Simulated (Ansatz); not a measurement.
**A barrier at the coupled-cluster level**

Start structure (CH6FGa, closed shell), relaxed at PBE0-D4/def2-TZVP:

Ga1  (-0.875, -0.560, -0.349)
C2  (0.936, -0.434, 0.451)
H3  (-1.018, -0.835, -1.890)
H4  (-2.128, -0.649, 0.596)
H5  (0.009, 1.980, -0.145)
F6  (-0.829, 1.816, -0.506)
H7  (0.944, 0.124, 1.391)
H8  (1.670, -0.001, -0.235)
H9  (1.291, -1.442, 0.686)
(Å)

The step: CH₅Ga ([CH3][GaH2]) + HF → GaH₂F ([F][GaH2]) + CH₄; bonds formed: Ga1–F6, C2–H5; bonds broken: Ga1–C2, H5–F6. Computed with Ansatz 0.2.0 (basis: def2-TZVPP and def2-QZVPP); correlated methods freeze the cores. Filled d shells of the heavier atoms are correlated. The def2 sets are not built for correlating such inner shells, so the correlated values are less sure here. Extrapolation: Hartree–Fock as exp(−7.88 √X), correlation as X^−2.97. Energies below are by CCSD(T) at an estimated basis limit (MP2 extrapolated from triple and quadruple zeta, plus CCSD(T) − MP2 in triple zeta).

What are the electronic barrier and the energy of the step, from the start structure to the end structure? (To be estimated.)

The calculation gives: Barrier 50.7 kJ/mol; step energy -99.7 kJ/mol (downhill); reverse barrier, their difference, 150.3 kJ/mol. Barrier and step energy count from the start structure, the reverse barrier from the end structure.

The saddle point: One imaginary mode of 936i cm⁻¹.
```
  pair  start (Å)  saddle (Å)  end (Å)
Ga1–F6       2.38        2.05     1.77
 C2–H5       2.65        1.46     1.09
Ga1–C2       1.98        2.14     2.96
 H5–F6       0.93        1.12     2.54
```

Zero-point energy (harmonic, PBE0-D4): ZPE is 157.9 kJ/mol at the start and 152.0 kJ/mol at the saddle, so the barrier goes from 50.7 to 44.7 kJ/mol.

The T1 diagnostic stays at or below 0.013.

Labels in which every atom is bracketed show which atoms are joined, not bond orders.

For scale, one of the runs: CCSD(T)/def2-TZVPP, 194 basis functions, launched by `ansatz run in.yaml --threads 4 --pin off --events-out ev --progress --plain --max-ram 9574MiB`. The run took 47 s on 4 CPU threads of an Intel Xeon (shared host), with 2.3 GiB of host memory at its peak.
